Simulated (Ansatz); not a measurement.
One elementary step

Start structure (SiNH4Cl3, singlet), relaxed at PBE0-D4/def2-TZVP:

```
9
angstrom
Si -0.7622 0.5350 0.1448
H -1.1698 -0.5559 1.0470
Cl -0.9477 0.2768 -1.9035
Cl -2.4489 1.7503 0.4464
Cl 0.6855 1.8794 0.7722
H 0.6481 -1.7067 -0.4586
N 0.9523 -0.8087 -0.0969
H 1.4159 -0.9524 0.7943
H 1.6270 -0.4177 -0.7457
```

The step: SiHCl₃ ([Cl][SiH]([Cl])[Cl]) + NH₃ → SiNH₂Cl₃ ([NH2][Si]([Cl])([Cl])[Cl]) + H₂; bonds formed: H2–H6; dative contacts that become bonds: Si1–N7; bonds broken: Si1–H2, H6–N7. Computed with Ansatz 0.2.0 (basis: def2-TZVPP and def2-QZVPP); correlated methods freeze the cores. Extrapolation: Hartree–Fock as exp(−7.88 √X), correlation as X^−2.97. Energies below are by CCSD(T) at an estimated basis limit (MP2 extrapolated from triple and quadruple zeta, plus CCSD(T) − MP2 in triple zeta).

(1) What are the electronic barrier and the energy of the step, from the start structure to the end structure? (Judge from chemistry; the value comes from the calculation.)

No T1 diagnostic of these runs exceeds 0.010.

## Answers

(1) By the calculation: Barrier 44.24 kcal/mol; step energy -8.02 kcal/mol (downhill); reverse barrier, their difference, 52.26 kcal/mol. Barrier and step energy count from the start structure, the reverse barrier from the end structure.

The saddle point: One imaginary mode of 1474i cm⁻¹.
```json
{"pair": "Si1–N7", "start (Å)": "2.19", "saddle (Å)": "1.84", "end (Å)": "1.69"}
{"pair": "H2–H6", "start (Å)": "2.63", "saddle (Å)": "1.06", "end (Å)": "0.75"}
{"pair": "Si1–H2", "start (Å)": "1.47", "saddle (Å)": "1.75", "end (Å)": "4.18"}
{"pair": "H6–N7", "start (Å)": "1.01", "saddle (Å)": "1.28", "end (Å)": "2.85"}
```

Zero-point energy (harmonic, PBE0-D4): ZPE is 33.41 kcal/mol at the start and 29.49 kcal/mol at the saddle, so the barrier goes from 44.24 to 40.32 kcal/mol.

Labels in which every atom is bracketed show which atoms are joined, not bond orders.

For scale, one of the runs: CCSD(T)/def2-TZVPP, 255 basis functions, launched by `ansatz run in.yaml --threads 8 --pin off --events-out ev --progress --plain --max-ram 19148MiB`. Hardware: 8 CPU threads of an Intel Xeon, shared host. Wall time 120 s; peak host memory 5.2 GiB.
